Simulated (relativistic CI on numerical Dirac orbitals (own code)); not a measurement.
Hyperfine structure of Gd X, mass number 157

Computed by Dirac-Coulomb-Breit CI, orbitals from a KLI potential per configuration, QED by a radiative potential, unscaled Slater integrals (own radial code, finite nucleus).

CI space (outside the closed core [Kr] 4d10 5s2): 4f⁵5p², 4f⁶6s. The list is cut by size and lacks configurations that can hold low levels.

Nuclear spin I = 3/2, μ = -0.3398 μN, Q = 1.35 b (tables of Stone and Pyykkö). The electronic factors are computed for point nuclear moments, without core polarisation or the Bohr-Weisskopf and QED corrections.

| Level | E (eV) | A (MHz) | B (MHz) |
| --- | --- | --- | --- |
| 4f⁵5p² ⁸G°1/2 | 1.3043 | -1016 |  |
| 4f⁵5p² ⁸G°3/2 | 1.3593 | -247.4 | 864 |

Levels with J = 0, under 50 % of one LS term, or S terms without an open s electron are left out. Small factors come from cancelling terms and can be off by tens of per cent or more.

At this charge energies of transitions that change n are usually good to better than 1 %, and those within a shell (Δn = 0) to a few per cent. Terms inside the open d or f shell come out 10 to 20 % too wide with unscaled integrals. Levels and lines within the n = 5 or 6 shells can be off by up to 10 % or somewhat more, and those that change n by about 2 %, since core polarisation is missing.

(1) Give the hyperfine levels of 4f⁵5p² ⁸G°1/2 relative to its centre of gravity.

Results:

(1) With K = F(F + 1) − I(I + 1) − J(J + 1), E = AK/2: F = 1: 1270, F = 2: -761.9 MHz.

LS names give the leading component of a level, which can be under half, so a name can repeat, a term be missing and a line seem to break the LS rules.
